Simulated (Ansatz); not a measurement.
C3H8BN can be A, `CN1BCC1`, or B, `BN(C)C=C`.

Program: Ansatz. Geometries: PBE0-D4/def2-TZVP. ΔE: electronic, gas phase. CBS: MP2 limit from def2 TZ/QZ plus the TZ coupled-cluster correction, frozen cores. DFT in def2-TZVPP. B3LYP here is the variant with VWN-RPA as its local correlation; programs differ in this. Each species was taken in one conformer, which may not be the lowest.

Which isomer does CCSD(T)/CBS put lower? Give the gap. (An estimate is asked.)

Ansatz gave: B, by 0.2 kcal/mol. So small a gap doesn't settle the order.

Give E(B) − E(A) in kcal/mol with B3LYP-D4, PBE0-D4, B2PLYP, PBE-D4, CCSD/def2-TZVPP, HF/def2-TZVPP, ωB97M-V. (Best estimate.)

Computed: B3LYP-D4 -2.5, PBE0-D4 3.4, B2PLYP -1.4, PBE-D4 1.9, CCSD/def2-TZVPP 0.2, HF/def2-TZVPP -3.2, ωB97M-V 1.3. The order is the other way round with PBE0-D4, PBE-D4, CCSD/def2-TZVPP, ωB97M-V.

Does the order hold for the free energy at 298.15 K (harmonic terms from PBE0-D4)? (Best estimate.)

Computed: Yes: G(B) − G(A) = -1.4 kcal/mol, for one conformer each.

Largest T1 diagnostic: 0.013.

From BLYP to BHLYP (50 % exact exchange), in def2-TZVPP and without D4, E(B) − E(A) moves by +2.6 kcal/mol. Leaving LDA and LC-ωPBE aside and taking each functional with its dispersion term where it has one, the values, not all of them listed here, spread over 8.1 kcal/mol, from BLYP-D4 to PBE-QIDH. LDA lies +2.3 kcal/mol from PBE without D4.
